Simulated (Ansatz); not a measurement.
Born–Oppenheimer molecular dynamics of CH$_{8}$FNOSi$_{2}$ (14 atoms, charge 0, multiplicity 1). It starts from a relaxed structure.

Theory: RKS r2SCAN-D4/STO-3G in Ansatz 0.2.0.

```json
{
 "ensemble": "NVT, Nosé–Hoover chain",
 "time step": "0.5 fs",
 "steps asked": "136",
 "set temperature": "500 K",
 "thermostat": "time constant 100 fs, chain length 5",
 "seed": "154252"
}
```

Frames 1 fs apart, positions in Å, forces in eV/Å.

Velocities at 5.0 fs (Å/ps):

```
O -0.82 9.33 3.33
Si -0.02 -3.32 0.06
F -0.60 5.12 -1.45
C -1.68 -3.12 0.32
N 4.37 -6.32 -3.04
Si 0.42 -0.97 0.10
H -16.19 32.65 12.74
H 9.37 4.45 8.05
H -13.50 8.12 -13.69
H -8.77 -24.56 0.28
H 9.67 0.36 32.82
H 13.33 -16.41 -6.89
H -19.32 13.79 -13.48
H -2.28 -18.41 -11.24
```

```xyz
14
Properties=species:S:1:pos:R:3:forces:R:3 time_fs=5.0 energy_less_start_eV=0.296 T=310
O -0.225 2.286 -0.132 -0.17 -2.17 -0.24
Si -1.370 1.189 0.555 -0.23 1.46 0.04
F -1.158 1.123 2.169 0.14 -0.22 0.47
C -0.996 -0.483 -0.287 0.99 0.02 -1.19
N 0.465 -0.267 -0.858 -1.73 0.30 0.48
Si 1.723 -0.963 0.164 0.78 0.68 0.64
H 0.285 1.468 -0.604 0.26 1.05 0.02
H -2.740 1.718 0.386 0.28 -0.46 -0.14
H -1.689 -0.570 -1.145 0.21 -0.16 -0.01
H -1.083 -1.420 0.298 0.00 0.25 0.09
H 0.592 -0.738 -1.794 -0.71 0.11 -0.05
H 1.618 -2.388 0.311 0.00 -0.41 0.02
H 2.909 -0.609 -0.613 -0.01 -0.23 0.57
H 1.625 -0.346 1.500 0.19 -0.23 -0.70
14
Properties=species:S:1:pos:R:3:forces:R:3 time_fs=6.0 energy_less_start_eV=0.364 T=267
O -0.226 2.295 -0.129 -0.80 -1.53 0.28
Si -1.370 1.186 0.555 -0.04 1.48 0.08
F -1.159 1.128 2.168 0.18 -0.23 0.52
C -0.997 -0.486 -0.288 0.75 -0.41 -1.43
N 0.469 -0.273 -0.861 -2.07 0.92 1.97
Si 1.724 -0.964 0.164 0.64 0.10 0.28
H 0.271 1.505 -0.592 0.86 0.29 -0.50
H -2.729 1.720 0.394 0.10 -0.41 -0.20
H -1.701 -0.562 -1.158 0.57 -0.16 0.43
H -1.092 -1.443 0.298 0.04 0.78 -0.23
H 0.598 -0.738 -1.763 -0.61 -0.58 -1.47
H 1.631 -2.406 0.304 0.03 -0.02 -0.02
H 2.890 -0.596 -0.624 0.19 -0.22 0.54
H 1.624 -0.365 1.486 0.17 -0.01 -0.26
14
Properties=species:S:1:pos:R:3:forces:R:3 time_fs=7.0 energy_less_start_eV=0.471 T=199
O -0.227 2.303 -0.126 -1.44 -0.77 0.83
Si -1.370 1.183 0.555 0.23 1.43 0.07
F -1.159 1.133 2.167 0.20 -0.25 0.56
C -0.998 -0.489 -0.289 0.61 -0.60 -1.53
N 0.471 -0.279 -0.863 -2.30 1.31 2.83
Si 1.725 -0.965 0.164 0.49 -0.55 -0.16
H 0.265 1.544 -0.585 1.43 -0.55 -1.02
H -2.718 1.718 0.399 -0.14 -0.33 -0.26
H -1.708 -0.556 -1.167 0.77 -0.17 0.67
H -1.100 -1.458 0.297 0.07 1.08 -0.40
H 0.599 -0.743 -1.746 -0.51 -1.01 -2.30
H 1.645 -2.424 0.297 0.05 0.35 -0.05
H 2.873 -0.585 -0.629 0.41 -0.18 0.46
H 1.624 -0.384 1.469 0.14 0.25 0.28
14
Properties=species:S:1:pos:R:3:forces:R:3 time_fs=8.0 energy_less_start_eV=0.497 T=183
O -0.230 2.310 -0.122 -1.77 -0.36 1.11
Si -1.370 1.181 0.555 0.55 1.31 0.00
F -1.159 1.138 2.166 0.23 -0.26 0.60
C -0.998 -0.493 -0.291 0.61 -0.49 -1.46
N 0.472 -0.283 -0.862 -2.33 1.13 2.37
Si 1.726 -0.966 0.165 0.38 -1.13 -0.57
H 0.272 1.579 -0.587 1.62 -1.00 -1.22
H -2.708 1.713 0.402 -0.37 -0.24 -0.31
H -1.708 -0.552 -1.170 0.76 -0.19 0.65
H -1.108 -1.463 0.291 0.08 1.08 -0.39
H 0.595 -0.758 -1.750 -0.52 -0.83 -1.88
H 1.659 -2.439 0.290 0.06 0.63 -0.06
H 2.859 -0.576 -0.630 0.61 -0.13 0.38
H 1.626 -0.401 1.455 0.10 0.47 0.78
14
Properties=species:S:1:pos:R:3:forces:R:3 time_fs=9.0 energy_less_start_eV=0.428 T=226
O -0.233 2.317 -0.117 -1.49 -0.61 0.87
Si -1.370 1.179 0.555 0.85 1.16 -0.14
F -1.160 1.142 2.165 0.24 -0.27 0.63
C -0.998 -0.498 -0.295 0.75 -0.10 -1.23
N 0.471 -0.287 -0.860 -2.22 0.53 0.97
Si 1.727 -0.967 0.165 0.34 -1.50 -0.80
H 0.295 1.604 -0.600 1.19 -0.74 -0.87
H -2.701 1.706 0.402 -0.55 -0.16 -0.34
H -1.700 -0.550 -1.167 0.54 -0.20 0.37
H -1.115 -1.458 0.282 0.07 0.80 -0.22
H 0.585 -0.780 -1.772 -0.58 -0.18 -0.56
H 1.674 -2.448 0.282 0.05 0.77 -0.05
H 2.852 -0.569 -0.628 0.74 -0.09 0.30
H 1.628 -0.414 1.449 0.07 0.60 1.07
14
Properties=species:S:1:pos:R:3:forces:R:3 time_fs=10.0 energy_less_start_eV=0.372 T=262
O -0.237 2.324 -0.112 -0.77 -1.23 0.26
Si -1.370 1.178 0.556 1.05 0.98 -0.30
F -1.160 1.147 2.165 0.24 -0.27 0.64
C -0.997 -0.502 -0.300 1.00 0.52 -0.89
N 0.469 -0.291 -0.857 -2.07 -0.09 -0.49
Si 1.728 -0.969 0.164 0.36 -1.54 -0.77
H 0.329 1.623 -0.622 0.30 -0.08 -0.14
H -2.700 1.698 0.398 -0.62 -0.11 -0.35
H -1.687 -0.549 -1.160 0.17 -0.21 -0.09
H -1.121 -1.446 0.271 0.05 0.28 0.09
H 0.570 -0.804 -1.798 -0.56 0.49 0.77
H 1.689 -2.449 0.273 0.04 0.74 -0.03
H 2.851 -0.562 -0.623 0.78 -0.06 0.27
H 1.632 -0.420 1.452 0.05 0.58 1.03
14
Properties=species:S:1:pos:R:3:forces:R:3 time_fs=11.0 energy_less_start_eV=0.380 T=257
O -0.242 2.330 -0.107 0.01 -1.74 -0.38
Si -1.369 1.177 0.555 1.08 0.83 -0.48
F -1.160 1.151 2.165 0.23 -0.28 0.64
C -0.995 -0.506 -0.305 1.27 1.21 -0.52
N 0.465 -0.294 -0.855 -1.92 -0.50 -1.46
Si 1.729 -0.971 0.164 0.43 -1.23 -0.50
H 0.365 1.641 -0.645 -0.62 0.51 0.60
H -2.704 1.688 0.391 -0.55 -0.11 -0.32
H -1.673 -0.551 -1.154 -0.25 -0.20 -0.60
H -1.127 -1.430 0.261 0.01 -0.32 0.46
H 0.550 -0.824 -1.818 -0.45 0.92 1.61
H 1.704 -2.444 0.265 0.01 0.55 0.00
H 2.858 -0.556 -0.615 0.70 -0.06 0.27
H 1.635 -0.422 1.466 0.04 0.43 0.68
14
Properties=species:S:1:pos:R:3:forces:R:3 time_fs=12.0 energy_less_start_eV=0.400 T=245
O -0.246 2.335 -0.102 0.56 -1.93 -0.80
Si -1.368 1.177 0.555 0.94 0.71 -0.64
F -1.160 1.156 2.166 0.21 -0.28 0.61
C -0.992 -0.509 -0.311 1.37 1.73 -0.20
N 0.460 -0.298 -0.853 -1.72 -0.67 -1.79
Si 1.731 -0.974 0.163 0.53 -0.63 -0.13
H 0.396 1.663 -0.662 -1.27 0.78 1.10
H -2.713 1.677 0.382 -0.35 -0.14 -0.27
H -1.661 -0.554 -1.154 -0.53 -0.18 -0.93
H -1.133 -1.418 0.255 -0.02 -0.76 0.71
H 0.525 -0.835 -1.823 -0.28 1.04 1.84
H 1.720 -2.433 0.256 -0.02 0.22 0.04
H 2.871 -0.550 -0.604 0.53 -0.09 0.32
H 1.639 -0.419 1.485 0.04 0.19 0.14
14
Properties=species:S:1:pos:R:3:forces:R:3 time_fs=13.0 energy_less_start_eV=0.367 T=267
O -0.251 2.339 -0.097 0.77 -1.78 -0.93
Si -1.366 1.177 0.555 0.70 0.61 -0.77
F -1.160 1.160 2.167 0.19 -0.27 0.56
C -0.989 -0.511 -0.317 1.13 1.84 0.02
N 0.453 -0.303 -0.853 -1.45 -0.60 -1.50
Si 1.732 -0.977 0.163 0.63 0.12 0.21
H 0.415 1.693 -0.669 -1.54 0.74 1.28
H -2.726 1.665 0.369 -0.08 -0.18 -0.20
H -1.653 -0.560 -1.163 -0.55 -0.15 -0.90
H -1.139 -1.413 0.256 -0.01 -0.82 0.72
H 0.498 -0.836 -1.811 -0.07 0.85 1.46
H 1.735 -2.421 0.247 -0.05 -0.18 0.07
H 2.889 -0.545 -0.591 0.30 -0.13 0.38
H 1.644 -0.415 1.506 0.03 -0.05 -0.39
14
Properties=species:S:1:pos:R:3:forces:R:3 time_fs=14.0 energy_less_start_eV=0.296 T=312
O -0.255 2.341 -0.093 0.58 -1.34 -0.72
Si -1.364 1.176 0.554 0.41 0.53 -0.86
F -1.159 1.164 2.168 0.17 -0.25 0.49
C -0.984 -0.511 -0.323 0.53 1.53 0.16
N 0.446 -0.308 -0.854 -1.09 -0.26 -0.60
Si 1.734 -0.980 0.162 0.69 0.83 0.41
H 0.420 1.730 -0.663 -1.38 0.41 1.10
H -2.740 1.651 0.355 0.20 -0.21 -0.13
H -1.651 -0.566 -1.180 -0.30 -0.11 -0.50
H -1.145 -1.415 0.263 0.06 -0.49 0.46
H 0.470 -0.829 -1.784 0.14 0.33 0.47
H 1.750 -2.410 0.240 -0.08 -0.55 0.10
H 2.911 -0.542 -0.573 0.07 -0.17 0.42
H 1.649 -0.410 1.524 0.01 -0.25 -0.81
14
Properties=species:S:1:pos:R:3:forces:R:3 time_fs=15.0 energy_less_start_eV=0.278 T=324
O -0.258 2.344 -0.089 -0.08 -0.62 -0.14
Si -1.362 1.176 0.553 0.15 0.47 -0.90
F -1.159 1.168 2.169 0.14 -0.23 0.39
C -0.979 -0.510 -0.329 -0.25 1.00 0.29
N 0.438 -0.312 -0.855 -0.63 0.30 0.71
Si 1.736 -0.983 0.161 0.70 1.33 0.47
H 0.411 1.770 -0.648 -0.73 -0.23 0.53
H -2.752 1.635 0.339 0.43 -0.22 -0.05
H -1.652 -0.574 -1.202 0.06 -0.05 0.07
H -1.150 -1.423 0.275 0.15 0.04 0.05
H 0.444 -0.819 -1.754 0.32 -0.41 -0.93
H 1.764 -2.404 0.233 -0.11 -0.79 0.12
H 2.933 -0.540 -0.552 -0.14 -0.19 0.43
H 1.654 -0.409 1.534 -0.02 -0.37 -1.03
14
Properties=species:S:1:pos:R:3:forces:R:3 time_fs=16.0 energy_less_start_eV=0.350 T=279
O -0.262 2.345 -0.086 -1.11 0.28 0.73
Si -1.360 1.177 0.552 -0.04 0.40 -0.90
F -1.158 1.171 2.171 0.12 -0.22 0.28
C -0.974 -0.508 -0.335 -1.00 0.47 0.46
N 0.429 -0.317 -0.856 -0.09 0.77 1.76
Si 1.739 -0.986 0.161 0.66 1.47 0.38
H 0.396 1.809 -0.628 0.32 -1.08 -0.34
H -2.759 1.617 0.323 0.57 -0.19 0.02
H -1.652 -0.582 -1.223 0.36 0.01 0.58
H -1.154 -1.429 0.287 0.23 0.52 -0.33
H 0.420 -0.813 -1.732 0.46 -1.04 -2.10
H 1.777 -2.406 0.227 -0.14 -0.81 0.12
H 2.953 -0.540 -0.527 -0.28 -0.19 0.38
H 1.658 -0.410 1.534 -0.06 -0.39 -1.03
```

Of the whole run (68 fs, mean temperature of the second half 229 K): The conserved energy stayed within 0.33 meV per atom of its start (net change 0.27 meV per atom), so the integration is sound. The mean temperature of the second half is 54 % below the set value. A run of 0.068 ps of so small a system gives no equilibrium averages. Limits of this set-up: minimal basis.

Run time: 8.9 min on 1 thread of Arm Neoverse V2, on a shared host, peak memory 0.1 GiB.
